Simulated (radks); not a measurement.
The cerium ion Ce3+, configuration [Xe] 4f1. All-electron calculation, scalar-relativistic Kohn-Sham, LDA (Slater exchange, Perdew-Wang correlation), spin-polarised, spherical densities, finite nucleus; open shells are filled with parallel spins first (spin-orbit coupling, left out, can overturn this in heavy ions); Fermi nuclear charge, rms radius 4.8771 fm. Program: a radial shooting solver on a logarithmic mesh with Libxc functionals.

X-ray form factor f0, the Fourier transform of the density (f0(0) = 55):

| sin(theta)/lambda (1/angstrom) | f0 (electrons) |
|---|---|
| 0.05 | 54.307 |
| 0.1 | 52.374 |
| 0.15 | 49.581 |
| 0.2 | 46.383 |
| 0.25 | 43.167 |
| 0.3 | 40.172 |
| 0.4 | 35.129 |
| 0.5 | 31.124 |
| 0.6 | 27.769 |
| 0.8 | 22.468 |
| 1 | 18.872 |
| 1.25 | 15.962 |
| 1.5 | 13.729 |
| 2 | 9.830 |
